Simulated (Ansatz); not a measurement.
The same path of AlH6NO + H3N (13 atoms, charge 0, multiplicity 1) was run twice with different band settings.

Computed with RKS PBE0-D4/def2-SVP (Ansatz 0.2.0).

Relaxed end points:

```xyz
13
Properties=species:S:1:pos:R:3
Al -1.483 -0.339 -0.725
N 0.356 -1.160 -0.613
H -1.656 -0.021 -2.292
H -2.436 -1.453 -0.065
H 0.594 1.176 0.942
O -1.148 1.067 0.303
H 0.973 -0.532 -0.018
N 1.550 0.787 1.009
H 0.794 -1.261 -1.529
H 0.340 -2.086 -0.184
H -1.850 1.687 0.512
H 2.201 1.490 0.665
H 1.763 0.646 1.996
```

```xyz
13
Properties=species:S:1:pos:R:3
Al -1.539 -0.369 -0.734
N 0.364 -1.094 -0.600
H -1.725 -0.138 -2.311
H -2.406 -1.507 -0.009
H 0.591 1.236 0.979
O -1.151 1.055 0.228
H 0.877 -0.438 0.015
N 1.566 1.147 1.290
H 0.840 -1.123 -1.502
H 0.422 -2.026 -0.188
H -1.788 1.738 0.445
H 2.228 1.193 0.523
H 1.721 0.327 1.864
```

Common settings: spring 5.0 eV/Å²; optimiser quadratic models (default); start path through a guess of the saddle point; force threshold 0.05 eV/Å; iteration limit 60; end points relaxed.

| run | movable images | climbing image |
| --- | --- | --- |
| 1 | 7 | yes |
| 2 | 2 | no |

Task: What does each run give, and how far can it be trusted?

Result: Run 1: converged after 12 iterations, highest image 0.404 eV above the first end. The top lies less than 8 meV above the higher end, about what the thresholds resolve: that end is a shoulder or a very shallow well. A vibrational analysis at the climbing image gives one clearly imaginary mode, 402i cm⁻¹: a first-order saddle point.
Run 2: converged after 8 iterations, highest image 0.400 eV above the first end. The highest image is an end point: on this band no image between the ends rises above it. So few images can step over the top or miss a turn of the path.
